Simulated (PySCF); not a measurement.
A geometry optimisation on trans-Zr(H2O)2Cl4 (`[OH2]->[Zr](<-[OH2])([Cl])([Cl])([Cl])[Cl]`).

Computed with PBE0-D3(BJ)/def2-SVP geometry optimisation, gas phase, def2 core potentials past Kr (PySCF 2.14.0). Start geometry: GFN1-xTB. The input is one job of a driver script: a line of settings, then coordinates in Å.

Input:
```
{"job": {"xc": "PBE0", "basis": "def2-SVP", "d3": "d3bj", "grid": 1, "maxiter": 30, "shake": 0.03, "kind": "geom"}, "charge": 0, "multiplicity": 1}
Zr     0.025730    -0.043370     0.009580
O     -0.018360     0.173250     2.135080
H     -0.836010     0.177830     2.692730
H      0.891730     0.158290     2.680600
O     -0.005790    -0.207150    -2.173150
H      0.046820    -1.012210    -2.622110
H      0.124370     0.526240    -2.778450
Cl     2.360080     0.004390     0.311620
Cl    -2.374650     0.161970     0.434590
Cl     0.014050     2.317960    -0.563320
Cl    -0.129900    -2.342710    -0.096290
```

Output:
```
step   0  E = -2039.60160582  max force = 0.061641
step   1  E = -2039.61715640  max force = 0.014445
step   2  E = -2039.61473561  max force = 0.027949
step   3  E = -2039.61928274  max force = 0.009787
step   4  E = -2039.61979219  max force = 0.006312
step   5  E = -2039.62100186  max force = 0.002856
step   6  E = -2039.62111647  max force = 0.002971
step   7  E = -2039.62168213  max force = 0.002055
step   8  E = -2039.62172824  max force = 0.001577
step   9  E = -2039.62174631  max force = 0.000950
step  10  E = -2039.62175121  max force = 0.000741
step  11  E = -2039.62177287  max force = 0.000421
step  12  E = -2039.62178136  max force = 0.000385
optimisation converged
```

Energies in Eh; «max force» is the largest Cartesian gradient component in Eh/bohr.

**Question.** At which steps does the energy rise by more than 1e-5 Eh?

**Answer.** At step 2 (+2.42 mEh).

**Question.** Give the first gradient maximum in eV/Å.

**Answer.** With 1 Eh/bohr = 51.422 eV/Å, 3.170 eV/Å.

Summary of the converged run: final energy -2039.62178 Eh after 12 steps; dipole 0.34 D.

**Question.** Give the final coordinates.

**Answer.** 0.181 Å rms from the input after alignment:
```
atom  x, y, z in Å
Zr1   -0.0246   -0.0280    0.0046
O2     0.0160    0.2861    2.2241
H3    -0.7816    0.3224    2.7691
H4     0.8315    0.3003    2.7429
O5    -0.0092   -0.2430   -2.2338
H6     0.0617   -1.0920   -2.6906
H7     0.0939    0.5104   -2.8313
Cl8    2.3160   -0.0153    0.5803
Cl9   -2.3398    0.0540    0.6553
Cl10   0.0008    2.2267   -0.8262
Cl11  -0.0667   -2.4071   -0.3635
```

**Question.** How long does this job take on an Arm Neoverse V2 with one thread, no GPU, shared host? And the peak memory of the process?

**Answer.** About 3.4 min, with 0.60 GiB resident at the peak, the Python interpreter and its libraries included.
Labels such as C1 count atoms from 1, the log's own numbers from 0.
